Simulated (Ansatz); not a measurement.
Geometry optimisation, Ansatz, RKS PBE0/def2-SVP.

Input:

```yaml
crystal:
  periodic: [false, false, false]
  atoms:
    - { symbol: Zr, position_ang: [-0.063105, -0.123081, -0.056895] }
    - { symbol: Cl, position_ang: [-0.168488, -0.297493, 2.4108] }
    - { symbol: Cl, position_ang: [2.038286, -0.472209, -0.983235] }
    - { symbol: Cl, position_ang: [-1.256129, 1.641378, -0.972481] }
    - { symbol: F, position_ang: [-1.015931, -1.606974, -0.675482] }
    - { symbol: S, position_ang: [1.709555, 2.746679, 1.560022] }
    - { symbol: H, position_ang: [2.850117, 2.023737, 1.591255] }
    - { symbol: H, position_ang: [1.111595, 1.932962, 2.500017] }
basis:
  gaussian: { orbitals: def2-SVP }
hamiltonian:
  xc: pbe0
relax:
  f_tol: 0.03
  max_steps: 50
```

Run as:

```bash
$ ansatz run input.yaml --threads 4 --pin off --max-ram 5120MiB --backend cpu --events-out ev --progress --plain --runs-dir out
```

Q: Where does it end, and by what steps?

A: It converged. The force dipped under the threshold on the way, but the program's further checks kept it going. After 13 steps the energy has fallen by 0.377 eV; H8 moved furthest, 0.80 Å. Joined: Zr1–S6 (3.74 → 2.94 Å).

| step | energy less start (eV) | largest force component (eV/Å) | accepted |
| --- | --- | --- | --- |
| 0 | 0.0000 | 1.453 | yes |
| 1 | -0.1328 | 1.056 | yes |
| 2 | -0.2497 | 0.633 | yes |
| 3 | -0.2572 | 1.170 | yes |
| 4 | -0.3343 | 0.289 | yes |
| 5 | -0.3509 | 0.173 | yes |
| 6 | -0.3586 | 0.379 | yes |
| 7 | -0.3629 | 0.156 | yes |
| 8 | -0.3731 | 0.023 | yes |
| 9 | -0.3577 | 0.856 | no |
| 10 | -0.3749 | 0.042 | yes |
| 11 | -0.3757 | 0.161 | yes |
| 12 | -0.3764 | 0.047 | yes |
| 13 | -0.3767 | 0.004 | yes |

```xyz
8
Properties=species:S:1:pos:R:3
Zr 0.084 -0.015 0.084
Cl -0.023 -0.623 2.355
Cl 2.153 -0.364 -0.988
Cl -1.242 1.823 -0.553
F -0.914 -1.416 -0.684
S 1.674 2.235 1.109
H 2.558 1.580 1.894
H 0.916 2.625 2.158
```

Whether the end is a true minimum wasn't checked by a vibrational analysis.

Time of the run: 46 s on 4 threads of Arm Neoverse V2 (shared host), peak memory 0.36 GiB.
